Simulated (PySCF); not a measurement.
# Dipole response of Kr⁺ (krypton, charge +1)

[Ar] 3d10 4s2 4p4 4d1, one real determinant (an excited configuration). Calculation: PySCF 2.14, in aug-cc-pVTZ-PP with ECP10MDF; a scalar-relativistic core potential. Coupled (time-dependent) response in atomic units; α is the mean over directions.

```csv
method,mean α (bohr³),"α xx, yy, zz",C₆ (like pair),S(−4)
UHF,31.58,"42.31, 10.11, 42.31",121.2,6052
PBE,36.81,"49.90, 10.65, 49.90",135.7,9403
PBE0,33.93,"45.66, 10.45, 45.66",129.4,7111
M06-2X,35.72,"48.39, 10.38, 48.39",122.9,10980
```

S(−4) is the Cauchy moment in α(ω) = α(0) + S(−4) ω² + …

Spin-orbit coupling is absent.

α(iu) at UHF:

```tsv
u (hartree)	α(iu) (bohr³)
0	31.58
0.0500	22.72
0.100	15.73
0.200	11.44
0.300	9.810
0.500	7.650
0.750	5.611
1.00	4.153
1.50	2.437
2.00	1.573
3.00	0.8066
5.00	0.3339
```

For an ion, C₆ is the dispersion term alone; charge-induced terms of lower order in 1/R come first.

The components differ because the open shell of this determinant is not spherical; for a pure term their mean is the scalar polarisability.

⟨L²⟩ = 8.07 against 12 for a pure F term, so this real determinant mixes terms. Energies and moments cover only the electrons outside the core potential. The outer electron is Rydberg-like, and this basis confines it to a smaller radius and binds it less than a complete one would.
